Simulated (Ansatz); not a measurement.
Mulliken charges of `COB(F)S` from B3LYP/def2-TZVPP in Ansatz (PBE0-D4/def2-TZVP geometry).

| atom | x (Å) | y (Å) | z (Å) | charge (e) |
| --- | --- | --- | --- | --- |
| C1 | 0.905 | -0.203 | 0.761 | -0.133 |
| O2 | 0.392 | -0.802 | -0.406 | -0.267 |
| B3 | -0.675 | -0.354 | -1.088 | 0.405 |
| F4 | -1.027 | -1.039 | -2.170 | -0.235 |
| S5 | -1.709 | 1.093 | -0.705 | -0.202 |
| H6 | 1.235 | 0.822 | 0.567 | 0.105 |
| H7 | 1.763 | -0.793 | 1.082 | 0.125 |
| H8 | 0.162 | -0.199 | 1.563 | 0.104 |
| H9 | -1.047 | 1.476 | 0.397 | 0.098 |

By hand: the dipole of these point charges (1 e Å = 4.8032 D).

Σ q r = (0.352, 0.232, 0.615) e Å, of length 0.746 e Å = 3.58 D.

How does the dipole of the full density compare? (Estimate.)

Ansatz gave: (0.286, 0.232, 0.545) e Å, 3.16 D; the point charges give 1.13 times that, at 3° from its direction.

Point charges leave out the atoms' own dipoles, such as those of lone pairs, and Mulliken's split depends on the basis, so the close match here is no proof of good charges.

B3LYP here is the variant with VWN-RPA as its local correlation; programs differ in this.
